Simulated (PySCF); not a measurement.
This PySCF input asks for the NMR shieldings of SMILES CNBN1CC[SiH2]C1, C4H13BN2Si; the geometry comes from GFN2-xTB.

```python
import basis_set_exchange as bse
import numpy as np
from pyscf import gto, dft
from pyscf.prop import nmr

atoms = """
C     2.805683    0.953529   -0.346953
N     2.425624   -0.217777    0.408061
B     1.208084   -0.913092    0.538003
N    -0.046081   -0.533426    0.033335
C    -1.190436   -1.416162    0.073740
C    -2.356602   -0.713253    0.784993
Si   -2.183258    1.082829    0.189553
C    -0.437893    0.748158   -0.525467
H     2.173916    1.057234   -1.226671
H     3.840165    0.859984   -0.687606
H     2.733348    1.873144    0.249648
H     3.197774   -0.578750    0.944524
H     1.266176   -1.930720    1.130143
H    -1.498680   -1.658547   -0.955542
H    -0.917157   -2.347354    0.570445
H    -3.302326   -1.194468    0.545932
H    -2.218607   -0.784306    1.863699
H    -2.181268    2.059794    1.280086
H    -3.150629    1.462850   -0.845037
H    -0.460162    0.696891   -1.623695
H     0.283412    1.510384   -0.246959
"""
names = dict.fromkeys(["C", "N", "B", "Si", "H"], "pcSseg-1")
basis = {el: gto.basis.parse(bse.get_basis(n, elements=[el], fmt="nwchem")) for el, n in names.items()}
mol = gto.M(atom=atoms, basis=basis, charge=0, verbose=0)
mf = dft.RKS(mol, xc="PBE0")
mf.grids.level = 2
mf.grids.alignment = dft.numint.BLKSIZE   # the property module wants whole blocks of grid points
mf.conv_tol = 1e-9
mf.kernel()

calc = nmr.RKS(mf)   # GIAO
C = mf.mo_coeff
Co = C[:, mf.mo_occ > 0]
resp = mf.gen_response(singlet=True, hermi=2)
def vind(x):   # induced exchange potential for any number of trial vectors
    d = np.einsum("pi,xij,qj->xpq", C, 2 * x.reshape(-1, C.shape[1], Co.shape[1]), Co, optimize=True)
    return np.einsum("xpq,pi,qj->xij", resp(d - d.transpose(0, 2, 1)), C, Co, optimize=True).ravel()
mo1, _ = nmr.rhf.solve_mo1(calc, with_cphf=vind)
sigma = calc.kernel(mo1)
for i, s in enumerate(sigma):   # ppm
    w = np.linalg.eigvalsh((s + s.T) / 2)
    print("%2d %-2s iso %8.1f  s11 %8.1f  s22 %8.1f  s33 %8.1f" % (i, mol.atom_pure_symbol(i), w.mean(), *w))
```

**Question.** What are the results?

**Answer.** 
```
 0 C  iso    153.6  s11    133.2  s22    146.6  s33    181.1
 1 N  iso    192.5  s11    142.1  s22    210.1  s33    225.4
 2 B  iso     78.6  s11     46.0  s22     87.7  s33    102.1
 3 N  iso    163.8  s11     93.6  s22    177.3  s33    220.6
 4 C  iso    128.9  s11     95.8  s22    122.9  s33    168.0
 5 C  iso    174.2  s11    152.0  s22    172.1  s33    198.5
 6 Si iso    385.2  s11    338.9  s22    387.5  s33    429.3
 7 C  iso    153.6  s11    129.5  s22    141.7  s33    189.5
 8 H  iso     28.1  s11     23.5  s22     29.2  s33     31.5
 9 H  iso     29.0  s11     24.1  s22     27.1  s33     35.6
10 H  iso     28.5  s11     24.3  s22     26.3  s33     34.8
11 H  iso     29.4  s11     21.0  s22     29.3  s33     38.1
12 H  iso     27.9  s11     24.3  s22     28.9  s33     30.5
13 H  iso     28.9  s11     22.9  s22     28.2  s33     35.6
14 H  iso     27.9  s11     22.5  s22     27.7  s33     33.3
15 H  iso     30.9  s11     26.1  s22     27.5  s33     39.0
16 H  iso     30.8  s11     26.1  s22     27.9  s33     38.3
17 H  iso     27.7  s11     24.2  s22     25.0  s33     33.8
18 H  iso     27.6  s11     24.2  s22     24.8  s33     33.7
19 H  iso     29.1  s11     23.4  s22     27.5  s33     36.4
20 H  iso     28.1  s11     22.1  s22     28.9  s33     33.2
```

These numbers come from an equivalent density-fitted implementation of the same equations, which agrees with the script to about 0.01 ppm for H and up to a few tenths of a ppm for heavy atoms, so last digits may differ.

Size and cost of the density-fitted run: 208 basis functions, 75 s wall time on 1 thread of an Arm Neoverse N1, shared host; peak memory 1 GiB.
